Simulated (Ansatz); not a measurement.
Reaction (substitution at a C–Al bond): `C[CH2][AlH][SH]` + `[OH][GeH3]` → `CC[O][GeH3]` + `[AlH2][SH]`

Gas-phase electronic energies from Ansatz, PBE0-D4/def2-TZVP geometries. CCSD(T)/CBS is the MP2 limit (def2-TZVPP, def2-QZVPP) plus CCSD(T) − MP2 in def2-TZVPP, frozen cores. This one scheme is used for every species. Functionals use def2-TZVPP. B3LYP here is the variant with VWN-RPA as its local correlation; programs differ in this. For Ge outer-core shells are correlated without core-valence functions, which leaves a few kJ/mol of doubt a bond. Scalar relativity is left out up to krypton. Each species was taken in one conformer, which may not be the lowest.

**Question.** Is it downhill or uphill in electronic energy at CCSD(T)/CBS, and by how much? (An estimate is asked.)

**Answer.** The calculation gave: Uphill: ΔE = +16.9 kcal/mol.

**Question.** What do these levels give: B3LYP, BHLYP, RPA@PBE/def2-TZVPP, CCSD(T)/def2-TZVPP, HF/def2-QZVPP, MP2/def2-QZVPP? (Best estimate.)

**Answer.** Computed: B3LYP 15.2, BHLYP 14.7, RPA@PBE/def2-TZVPP 14.2, CCSD(T)/def2-TZVPP 16.0, HF/def2-QZVPP 12.4, MP2/def2-QZVPP 18.2 kcal/mol.

**Question.** What do rigid-rotor, harmonic-oscillator terms from PBE0-D4/def2-TZVP frequencies (298.15 K, 1 bar) make of the CCSD(T)/CBS value? (Best estimate.)

**Answer.** The calculation gave: ΔZPE = -0.9 kcal/mol, ΔH = +15.7 kcal/mol, ΔS = -8 J/(mol·K), ΔG = +16.3 kcal/mol.

Largest T1 diagnostic among the species: 0.011.

At CCSD(T), def2-SVP lies −5.3 kcal/mol from the extrapolated value and def2-TZVPP −0.9 kcal/mol. Leaving LDA and LC-ωPBE aside and taking each functional with its dispersion term where it has one, the values, not all of them listed here, spread over 3.1 kcal/mol, from B97M-V to PBE-QIDH. In def2-TZVPP, CCSD(T) changes the Hartree–Fock value by +3.7 kcal/mol (the triples alone add +0.3 kcal/mol) and MP2 by +5.4 kcal/mol.
